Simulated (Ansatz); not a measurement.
C4H6 (SMILES C=CC=C): geometry of the low-spin state from B3LYP-D3(BJ)/def2-TZVP.
(charge 0, multiplicity 1):
```xyz
10

C      1.3112     1.1224     0.6454
C      0.5094     0.0645     0.5130
C     -0.5094    -0.0645    -0.5130
C     -1.3112    -1.1224    -0.6454
H      1.2425     1.9693    -0.0276
H      2.0577     1.1757     1.4263
H      0.6044    -0.7680     1.2047
H     -0.6044     0.7680    -1.2047
H     -2.0577    -1.1757    -1.4263
H     -1.2425    -1.9693     0.0276
```
The high-spin state stands at its own minimum; R- takes a restricted low-spin state.

Programs: Ansatz (a program for electronic structure). Each number belongs to the level named beside it.

The gap E(multiplicity 1) − E(multiplicity 3) (kcal/mol) and the share of exact exchange:

```csv
functional,exact exchange (%),value
R-PBE/def2-TZVPP,0,-59.06
R-PBE0/def2-TZVPP,25,-57.07
R-B3LYP/def2-TZVPP,20,-59.18
R-BHLYP/def2-TZVPP,50,-56.34
R-r2SCAN/def2-TZVPP,0,-53.48
```

### Question
Take the value as linear in the share of exact exchange along PBE and PBE0. Give the slope, say whether the sign turns, and set the other functionals against that line.

### Answer

Slope: (-57.07 − (-59.06))/2.5 = 0.80 kcal/mol for each 10 %. The line keeps its sign from 0 to 100 %. At 50 % it gives -55.1 kcal/mol. From B3LYP to BHLYP the slope is (-56.34 − (-59.18))/3 = 0.95 for each 10 %. BHLYP, at 50 %, lies -1.3 from the PBE line. B3LYP, at 20 %, lies -1.7 from the PBE line. r2SCAN, with none, stands 5.6 from PBE.
